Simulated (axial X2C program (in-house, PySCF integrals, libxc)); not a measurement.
# Bond lengths and stretching modes, held linear, of ClInCl⁺

Computed with an in-house all-electron X2C program for linear molecules (integrals from PySCF): two-component X2C with atomic mean-field Coulomb and Gaunt terms, Gaussian nuclei, basis Cl dyall-av3z, In dyall-v3z with contracted cores. Spin-free rows use the one-electron spin-free X2C Hamiltonian.

Masses Cl 34.969, In 114.904, Cl 34.969 u. States: 2c Ω = 0 (all partner blocks equally filled); spin-free M_S = 0, Λ = 0 (closed shell).

TPSSh, spin-free: energies above the lowest point

```csv
r(Cl–In) (Å),r(In–Cl) (Å),E (meV)
2.1606,2.1606,77.49
2.1606,2.2160,39.51
2.1606,2.2714,61.25
2.2160,2.1606,39.51
2.2160,2.2160,0.00
2.2160,2.2714,20.11
2.2160,2.3268,86.36
2.2714,2.1606,61.25
2.2714,2.2160,20.11
2.2714,2.2714,38.48
2.3268,2.2160,86.36
2.3268,2.3268,165.45
```

**Question.** Fit a quadratic surface with cubic terms in each bond: where is the minimum, and what are the two stretching wavenumbers?

**Answer.** At TPSSh, spin-free: bonds 2.223 and 2.223 Å; harmonic stretches 376.9 and 492.5 cm⁻¹; force constants 3.02, 3.02 and coupling -0.09 mdyn/Å.

The other levels and Hamiltonians give:

```json
{"Hamiltonian": "2c", "level": "PBE0", "r(Cl–In) (Å)": "2.214", "r(In–Cl) (Å)": "2.214", "lower stretch (cm⁻¹)": "385.1", "upper stretch (cm⁻¹)": "501.5"}
{"Hamiltonian": "2c", "level": "HF", "r(Cl–In) (Å)": "2.221", "r(In–Cl) (Å)": "2.221", "lower stretch (cm⁻¹)": "402.8", "upper stretch (cm⁻¹)": "516.1"}
{"Hamiltonian": "2c", "level": "TPSSh", "r(Cl–In) (Å)": "2.224", "r(In–Cl) (Å)": "2.224", "lower stretch (cm⁻¹)": "376.7", "upper stretch (cm⁻¹)": "492.3"}
{"Hamiltonian": "2c", "level": "MP2", "r(Cl–In) (Å)": "2.216", "r(In–Cl) (Å)": "2.216", "lower stretch (cm⁻¹)": "394.9", "upper stretch (cm⁻¹)": "511.7"}
{"Hamiltonian": "spin-free", "level": "PBE0", "r(Cl–In) (Å)": "2.213", "r(In–Cl) (Å)": "2.213", "lower stretch (cm⁻¹)": "385.3", "upper stretch (cm⁻¹)": "501.7"}
{"Hamiltonian": "spin-free", "level": "HF", "r(Cl–In) (Å)": "2.221", "r(In–Cl) (Å)": "2.221", "lower stretch (cm⁻¹)": "403.0", "upper stretch (cm⁻¹)": "516.2"}
{"Hamiltonian": "spin-free", "level": "MP2", "r(Cl–In) (Å)": "2.216", "r(In–Cl) (Å)": "2.216", "lower stretch (cm⁻¹)": "395.1", "upper stretch (cm⁻¹)": "511.9"}
```

Each state is one determinant, the lowest of a limited PBE0 search; the stretches come from a fit to these few points and carry an uncertainty of a few per cent. Other orders of the atoms were not compared. MP2 freezes inner shells (threshold -2 hartree). The molecule was held linear; bending was not examined, so a bent shape may lie lower.
